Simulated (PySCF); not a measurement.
# Electronic structure of Cl+ (chlorine, charge +1) at the BP86 level

Configuration: [Ne] 3s2 3p4, high-spin 3P determinant. All numbers are calculated (PySCF 2.14, scalar relativity by spin-free X2C-1e, in aug-cc-pVTZ-DK (6s5p3d2f, 50 functions)).

```json
{"Total energy": "-461.1425 hartree", "One-electron energy": "-629.1986 hartree", "Hartree (Coulomb) energy": "196.0930 hartree", "Exchange-correlation energy": "-28.0370 hartree", "⟨S²⟩": "2.0031", "⟨L²⟩": "2.015", "Sum of ⟨r⟩": "13.29 bohr", "Sum of ⟨r²⟩": "20.51 bohr²", "Traceless quadrupole moment −½Σ⟨3z² − r²⟩ along its main axis": "-1.30 e·bohr²", "Langevin diamagnetic susceptibility": "-16.2 ×10⁻⁶ cm³/mol"}
```

```
shell  electrons  mean orbital energy (hartree)  spread (hartree)  rms radius, mean of both spins (bohr)
 1s α          1                     -101.63618                 0                                  0.105
 1s β          1                     -101.62400                 0                                  0.105
 2s α          1                       -9.77025                 0                                  0.484
 2s β          1                       -9.75777                 0                                  0.484
 2p α          3                       -7.53138           0.02618                                  0.454
 2p β          3                       -7.51449           0.01171                                  0.454
 3s α          1                       -1.21671                 0                                   1.60
 3s β          1                       -1.12827                 0                                   1.60
 3p α          3                       -0.74742           0.05853                                   1.85
 3p β          1                       -0.67909                 0                                   1.85
```

Densities and radii are taken from the X2C orbitals without a picture-change correction, which distorts them close to the nucleus.
